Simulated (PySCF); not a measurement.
Assigning NMR signals

Bonds (- single, = double, # triple, : aromatic): Si1-N2, N2-Si3, N2-C4, C4-C5, C5-C6, C6-C7, C6-C4, C7-C4. Si1 carries H8, H9, H10; Si3 carries H11, H12, H13; C5 carries H14, H15; C6 carries H16; C7 carries H17, H18. Stereochemistry as in [SiH3]N([SiH3])[C@]12C[C@H]1C2. H17 is cis to C5 on the ring; H14 is cis to C7 on the ring; H18 is trans to C5 on the ring; H15 is trans to C7 on the ring.

Non-relativistic Hamiltonian, one conformer, no solvent model, equivalent nuclei averaged. Coordinates at the GFN2-xTB level; shielding tensors at PBE0/pcSseg-1 (GIAO); PySCF.

Scale: 13C (186.93 ppm), 1H (31.72 ppm) vs TMS (reference shieldings calculated alike).

Task: Assign these signals to the numbered atoms. 13C{1H} NMR (computed): δ 36.0, 33.8, 7.8.

Result: 
| δ (ppm) | atoms | environment | reason |
| --- | --- | --- | --- |
| 36.0 | C4 | three-membered-ring carbon | deshielded by the electronegative neighbour |
| 33.8 | C5/C7 | three-membered-ring carbon | – |
| 7.8 | C6 | three-membered-ring carbon | – |

Task: Assign these signals to the numbered atoms. 1H NMR (300 MHz, computed): δ 4.70 (s, 6H), 2.37 (m, 1H), 1.65 (m, 2H), 0.67 (m, 2H).

Result: 
| δ (ppm) | atoms | environment | reason |
| --- | --- | --- | --- |
| 4.70 | H8/H9/H10/H11/H12/H13 | hydrogen on a silicon bonded to N | – |
| 2.37 | H16 | hydrogen on a three-membered-ring carbon | – |
| 1.65 | H15/H18 | hydrogen on a three-membered-ring carbon | – |
| 0.67 | H14/H17 | hydrogen on a three-membered-ring carbon | cyclopropane-type protons are shielded by the ring |

Shifts are as computed. Against solution values, carbons near 30 ppm lie about +3 ppm off and those near 130 ppm about +5 ppm. Of 1309 compounds with measured shifts, 239 miss one by over three times the rms of a fit or turn the order of signals round; such compounds aren't used in these exercises. No couplings were computed; multiplicities are counted from neighbouring protons, with m where these are inequivalent, close in shift, in a saturated or five-membered ring or joined by F or P, and br s for small geminal =CH2 splittings.
